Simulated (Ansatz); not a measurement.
One change: `F/C=C\I` becomes `[CH3][AlH]/[CH]=C/I`.

Ansatz, PBE0-D4/def2-TZVP geometries, multiplicity 1. Each molecule was computed in one conformer, which needn't be the lowest.

Elements past krypton have def2 core potentials.

```
                             property  `F/C=C\I`
  HOMO–LUMO gap (PBE/def2-TZVPP) / eV       4.27
HOMO–LUMO gap (B3LYP/def2-TZVPP) / eV       5.84
 HOMO–LUMO gap (PBE0/def2-TZVPP) / eV       6.32
  HOMO energy (B3LYP/def2-TZVPP) / eV      -6.85
HOMO energy (ωB97M-V/def2-TZVPP) / eV      -9.17
   HOMO energy (PBE0/def2-TZVPP) / eV      -7.07
```

What does the change do to each property? (An estimate is asked.)

The calculation gave: 
| property | `[CH3][AlH]/[CH]=C/I` | shift |
| --- | --- | --- |
| HOMO–LUMO gap (PBE/def2-TZVPP) / eV | 3.67 | -0.60 |
| HOMO–LUMO gap (B3LYP/def2-TZVPP) / eV | 5.08 | -0.76 |
| HOMO–LUMO gap (PBE0/def2-TZVPP) / eV | 5.50 | -0.82 |
| HOMO energy (B3LYP/def2-TZVPP) / eV | -6.87 | -0.02 |
| HOMO energy (ωB97M-V/def2-TZVPP) / eV | -9.17 | 0.00 |
| HOMO energy (PBE0/def2-TZVPP) / eV | -7.10 | -0.03 |

B3LYP here is the variant with VWN-RPA as its local correlation; programs differ in this.

Spin–orbit coupling is left out; it splits and shifts lone-pair levels of the heavy atoms by tenths of an eV.
